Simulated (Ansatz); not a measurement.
Breaking the Si1–Ge2 bond in GeH6Si (SMILES [SiH3][GeH3]) (multiplicity 1 held, fragments rigid). Energies count from the point at 2.388 Å.
Geometry at that point (charge 0, multiplicity 1):
```xyz
8

Si    -1.604    -0.128     0.021
Ge     0.776     0.062    -0.010
H     -2.177     0.818     1.007
H     -1.999    -1.507     0.393
H     -2.156     0.183    -1.319
H      1.204     1.490    -0.396
H      1.388    -0.915    -1.030
H      1.367    -0.258     1.375
```

Restricted levels (R-, RO-) in cc, def2 and unpolarised 6-31G sets keep to the state of the molecule at rest. Unrestricted levels (U-) break spin symmetry where that is lower. Active spaces are followed from a long bond inwards. Curves can end on different states.

Frozen-core correlation. Filled d and f shells under p-block atoms count as core.

The values were computed with Ansatz (a first-principles code) with Gaussian orbitals. Values without a source in brackets are computed.

Energies in eV.

| R (Å) | U-wB97X-V/def2-TZVPP | R-SCS-MP2/def2-TZVPP | U-SCS-MP2/def2-TZVPP | FIC-MRCISD+Q on CASSCF(2,2)/def2-TZVPP |
|---|---|---|---|---|
| 1.910 | 2.15 | 2.39 | 2.39 | 2.37 |
| 2.149 | 0.37 | 0.46 | 0.46 | 0.45 |
| 2.388 | 0.00 | 0.00 | 0.00 | 0.00 |
| 2.627 | 0.26 | 0.21 | 0.21 | 0.21 |
| 2.865 | ? | 0.70 | 0.70 | 0.68 |
| 3.224 | 1.69 | 1.56 | 1.73 | 1.48 |
| 3.582 | 2.53 | 2.35 | 2.64 | 2.16 |
| 4.179 | 3.16 | 3.33 | 3.09 | 2.84 |
| 4.776 | ? | 3.85 | 3.19 | 3.10 |
| 5.492 | ? | 3.97 | 3.22 | 3.18 |
| 6.447 | 3.42 | 3.53 | 3.23 | 3.20 |
| 7.641 | 3.42 | 2.59 | 3.23 | 3.20 |

Question: Complete the blanks.

Answer: 
- 2.865, U-wB97X-V/def2-TZVPP: 0.78
- 5.492, U-wB97X-V/def2-TZVPP: 3.40
- 4.776, U-wB97X-V/def2-TZVPP: 3.34

Doubts at one or more of the structures used: a spin-contaminated determinant (U-wB97X-V/def2-TZVPP, U-SCS-MP2/def2-TZVPP); a restricted determinant that unrestricted orbitals would lower (R-SCS-MP2/def2-TZVPP).
